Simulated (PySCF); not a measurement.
(Cl)3Si-NH-SiH3.
Bonds: Si1–Cl2, Si1–Cl3, Si1–Cl4, Si1–N5, N5–Si6. Hydrogens: H7 on N5; H8, H9, H10 on Si6.

Computed with PySCF, PBE0-D3(BJ)/def2-SVP geometry optimisation, gas phase.

(1) Give the optimised bond lengths and angles.

Results:

(1) 
| bond | length (Å) |
| --- | --- |
| Si1–Cl2, Si1–Cl3, Si1–Cl4 | 2.047 |
| Si1–N5 | 1.700 |
| N5–Si6 | 1.760 |
| N5–H7 | 1.017 |
| Si6–H8, Si6–H9, Si6–H10 | 1.491 |

Bonds in one row agree within 0.01 Å and their mean is given. A selection of angles:
| angle | degrees |
| --- | --- |
| Cl2–Si1–Cl3 | 108.2 |
| Cl2–Si1–Cl4 | 109.9 |
| Cl2–Si1–N5 | 107.1 |
| Cl3–Si1–N5 | 113.1 |
| Cl4–Si1–N5 | 111.5 |
| Si1–N5–Si6 | 128.1 |
| Si1–N5–H7 | 116.1 |
| Si6–N5–H7 | 115.8 |
| N5–Si6–H8 | 110.7 |
| N5–Si6–H10 | 105.7 |
| H8–Si6–H9 | 108.9 |

Dihedral angles: Cl2–Si1–N5–Si6 -16° (synperiplanar).

Si6 (silicon bonded to N and 3 H) is distorted tetrahedral (angles from 105.7° to 112.2°). Si1 (silicon bonded to 3 Cl and N) is distorted tetrahedral (angles from 107.0° to 113.1°). All 3 Cl–Si bonds measure 2.046 to 2.049 Å. The N–Si distances run from 1.700 Å (Si1–N5) to 1.760 Å (N5–Si6), a spread of 0.060 Å. N5 (nitrogen bonded to 2 Si and H) is planar (angles 128.1°, 116.1° and 115.8°, sum 359.9°, 0.02 Å off the plane of its three neighbours).

Point group: C1 (no symmetry element, even within 0.4 Å). Not checked by PBE0-D3(BJ)/def2-SVP frequencies.
